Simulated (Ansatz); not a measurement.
Geometry optimisation, Ansatz, RKS PBE0/def2-SVP.

input.yaml

```yaml
crystal:
  periodic: [false, false, false]
  atoms:
    - { symbol: Al, position_ang: [0.0, 0.0, 0.0] }
    - { symbol: O, position_ang: [0.0, 0.0, 1.78] }
    - { symbol: Si, position_ang: [-1.3147, -0.4067, 2.7436] }
    - { symbol: H, position_ang: [-2.239, -1.2403, 1.9804] }
    - { symbol: H, position_ang: [-0.8506, -1.1432, 3.9157] }
    - { symbol: H, position_ang: [-1.9987, 0.8095, 3.1733] }
    - { symbol: "N", position_ang: [1.6627, 0.0, -0.96] }
    - { symbol: H, position_ang: [2.1293, -0.9179, -1.2118] }
    - { symbol: H, position_ang: [2.1141, 0.9179, -1.2382] }
    - { symbol: Cl, position_ang: [-1.9312, 0.0, -1.115] }
basis:
  gaussian: { orbitals: def2-SVP }
hamiltonian:
  xc: pbe0
relax:
  f_tol: 0.02
  max_steps: 40
```

Launched with:

```bash
$ ansatz run input.yaml --threads 2 --pin off --max-ram 3072MiB --backend cpu --events-out ev --progress --plain --runs-dir out
```

Q: Where does it end, and by what steps?

A: It converged. The force dipped under the threshold on the way, but the program's further checks kept it going. After 20 steps the energy has fallen by 1.098 eV; H8 moved furthest, 1.19 Å.

| step | energy less start (eV) | largest force component (eV/Å) | accepted |
| --- | --- | --- | --- |
| 0 | 0.0000 | 2.030 | yes |
| 1 | -0.5862 | 1.014 | yes |
| 2 | -0.6953 | 0.439 | yes |
| 3 | -0.7202 | 0.326 | yes |
| 4 | -0.7716 | 0.776 | yes |
| 5 | -0.8236 | 1.139 | yes |
| 6 | -0.9137 | 0.751 | yes |
| 7 | -1.0177 | 0.453 | yes |
| 8 | -1.0711 | 0.208 | yes |
| 9 | -1.0918 | 0.128 | yes |
| 10 | -1.0939 | 0.076 | yes |
| 11 | -1.0948 | 0.095 | yes |
| 12 | -1.0953 | 0.066 | yes |
| 13 | -1.0974 | 0.039 | yes |
| 14 | -1.0978 | 0.009 | yes |
| 15 | -1.0978 | 0.062 | yes |
| 16 | -1.0972 | 0.037 | no |
| 17 | -1.0980 | 0.031 | yes |
| 18 | -1.0981 | 0.016 | yes |
| 19 | -1.0981 | 0.033 | no |
| 20 | -1.0982 | 0.018 | yes |

```xyz
10
Properties=species:S:1:pos:R:3
Al -0.121 0.125 -0.275
O -0.593 -0.238 1.305
Si -1.313 -0.537 2.756
H -2.412 -1.539 2.600
H -0.306 -1.082 3.718
H -1.885 0.720 3.325
N 1.551 -0.034 -0.785
H 2.311 -0.343 -0.191
H 1.887 0.171 -1.718
Cl -1.549 0.777 -1.666
```

Whether the end is a true minimum wasn't checked by a vibrational analysis.

The run took 67 s on 2 threads of Arm Neoverse V2, on a shared host, peak memory 0.23 GiB.
